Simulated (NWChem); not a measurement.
Molecule: C$_{3}$H$_{5}$NSSi; SMILES [SiH3]c1nccs1

All runs: NWChem. Pople sets run with spherical d functions. The geometry was optimised at PBE0/def2-SVP. Static field.

Problem. Taking Hartree-Fock/def2-SVPD as the yardstick, which of these has the fewest basis functions while keeping “isotropic polarisability (bohr³)” within 10 % of it: Hartree-Fock/6-31G*; Hartree-Fock/def2-SVP; Hartree-Fock/6-31+G*?

Solution. Hartree-Fock/6-31+G*.
| level | basis functions | isotropic polarisability (bohr³) |
|---|---|---|
| Hartree-Fock/6-31G* | 102 | 67.2 |
| Hartree-Fock/def2-SVP | 117 | 69.6 |
| Hartree-Fock/6-31+G* | 126 | 76.2 |
| Hartree-Fock/def2-SVPD | 171 | 81.9 |

The yardstick is one finite set, not the basis-set limit.
